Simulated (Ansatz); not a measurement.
Two isomers of CH6BFOSi: A = `CB(F)[SiH2]O`, B = `CBO[SiH2]F`.

Calculated with Ansatz (gas phase, PBE0-D4/def2-TZVP geometries, no zero-point term in ΔE). CCSD(T)/CBS adds triple-zeta CCSD(T) − MP2 to the extrapolated MP2 energy (def2 sets, frozen cores). DFT in def2-TZVPP. One conformer a species, not always the lowest.

Task: Which isomer does CCSD(T)/CBS put lower? Give the gap. (Best estimate.)

Result: Ansatz gave: B, by 43.0 kcal/mol.

Task: Give E(B) − E(A) in kcal/mol with HF/def2-TZVPP, MP2/def2-TZVPP, B2PLYP, CCSD/def2-TZVPP, PBE-D4, PBE0-D4, CCSD(T)/def2-TZVPP. (An estimate is asked.)

Result: Ansatz gave: HF/def2-TZVPP -47.5, MP2/def2-TZVPP -44.5, B2PLYP -43.3, CCSD/def2-TZVPP -43.1, PBE-D4 -36.3, PBE0-D4 -38.6, CCSD(T)/def2-TZVPP -42.4. None reverses the order clearly.

Largest T1 diagnostic: 0.013.

From PBE to PBE0 (25 % exact exchange), in def2-TZVPP and without D4, E(B) − E(A) moves by −2.2 kcal/mol. In def2-TZVPP, CCSD(T) changes the Hartree–Fock value by +5.0 kcal/mol (the triples alone add +0.7 kcal/mol) and MP2 by +3.0 kcal/mol.
